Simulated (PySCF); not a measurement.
CH₈B₂N₂.
Bonds: B1–N2, N2–B3, B3–N4, N4–C5. Hydrogens: H6, H7 on B1; H8 on N2; H9 on B3; H10 on N4; H11, H12, H13 on C5.

Method: PBE0-D3(BJ)/def2-SVP geometry optimisation, gas phase in PySCF 2.14.0.

List the bond lengths, angles and torsions at this level.

```tsv
bond	length (Å)
B1–N2	1.401
N2–B3	1.457
B3–N4	1.393
N4–C5	1.438
B1–H6, B1–H7	1.212
N2–H8	1.014
B3–H9	1.212
N4–H10	1.015
C5–H11, C5–H12, C5–H13	1.102
```

Bonds in one row agree within 0.01 Å and their mean is given. A selection of angles:
```tsv
angle	degrees
N2–B1–H6	119.9
H6–B1–H7	120.0
B1–N2–B3	129.3
B1–N2–H8	116.3
B3–N2–H8	114.4
N2–B3–N4	122.1
N2–B3–H9	118.6
N4–B3–H9	119.2
B3–N4–C5	126.6
B3–N4–H10	118.5
C5–N4–H10	115.0
N4–C5–H11	112.2
N4–C5–H12	109.5
H11–C5–H12	107.7
```

Dihedral angles: B1–N2–B3–N4 1° (synperiplanar); N2–B3–N4–C5 180° (antiperiplanar).

Of the pairs four or more bonds apart, H6···H10 is among the closest relative to their van der Waals radii: 2.16 Å, 90 % of the sum of Bondi's values. N2 (boron-bound nitrogen) is planar (angles 129.3°, 116.3° and 114.4°, sum 360.0°, 0.00 Å off the plane of its three neighbours). The B–N distances run from 1.393 Å (B3–N4, drawn single) to 1.457 Å (N2–B3, drawn single), a spread of 0.064 Å. B1 (three-coordinate boron) is planar (angles 120.1°, 120.0° and 119.9°, sum 360.0°, 0.00 Å off the plane of its three neighbours). N4 (boron-bound nitrogen) is planar (angles 126.6°, 118.5° and 115.0°, sum 360.0°, 0.00 Å off the plane of its three neighbours). The 5 heavy atoms lie in one plane (0.002 Å rms). B3 (three-coordinate boron) is planar (angles 122.1°, 119.2° and 118.6°, sum 360.0°, 0.00 Å off the plane of its three neighbours).

Point group: Cs (every atom within 0.08 Å of its image). PBE0-D3(BJ)/def2-SVP frequencies: not computed here. One conformer, not necessarily the lowest.
